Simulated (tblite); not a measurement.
C4H6F2, singlet, at a GFN2-xTB geometry; tblite with GFN1-xTB.

tblite was given this input:
```
$ tblite run mol.xyz --method gfn1 --charge 0 --spin 0 --spin-polarized --json tblite.json --no-restart

# file mol.xyz
12

C      1.66464376     0.07596798     0.76667042
C      0.67483047     0.39107029    -0.04264446
F      0.65355063     1.58505111    -0.68109376
C     -0.54017171    -0.42977971    -0.38046721
C     -1.79714813     0.13679934     0.27095397
F     -0.34428284    -1.72508535     0.04759314
H      1.67162151    -0.87393885     1.26621127
H      2.48420585     0.75004782     0.93582920
H     -0.65597881    -0.47869059    -1.47275106
H     -1.68395096     0.13171039     1.35261424
H     -1.95406054     1.15631962    -0.06958928
H     -2.65817333    -0.46948776     0.00211467
```

Q: Write the output that tblite gives for this input, abridged.

A: 
```
xTB calculator
 | screened Coulomb repulsion
 | Coulomb electrostatics
 |  * isotropic Klopman-Ohno-Mataga-Nishimoto electrostatics
 |  * onsite third-order electrostatics
 | DFT-D3(BJ) dispersion correction
 | Interactions (1)
 | [1] spin polarization

halogen bonding energy    0.0000000000000E+00 Eh
repulsion energy          1.9703443359205E-01 Eh
dispersion energy        -3.5665851057539E-03 Eh
interaction energy        0.0000000000000E+00 Eh
number of electrons       3.6000000000000E+01 e
integral cutoff           1.9731147476801E+01 bohr

------------------------------------------------------------
  cycle        total energy    energy error   density error
------------------------------------------------------------
      1     -21.86472511070  -2.2058193E+01   4.0749974E-01
      2     -21.95194914041  -8.7224030E-02   2.3856451E-01
      3     -21.95089479726   1.0543431E-03   8.0239678E-02
      4     -21.95692334524  -6.0285480E-03   1.0289567E-02
      5     -21.95733928299  -4.1593775E-04   1.7423301E-03
      6     -21.95734901884  -9.7358464E-06   5.8475253E-04
      7     -21.95734959628  -5.7743929E-07   7.9427320E-05
      8     -21.95734960520  -8.9210062E-09   7.9342173E-06
------------------------------------------------------------

electronic energy        -2.2150817453684E+01 Eh
total energy             -2.1957349605197E+01 Eh

Post processing:
 | Mayer-Wiberg bond orders

[Info] JSON dump of results written to 'tblite.json'
```
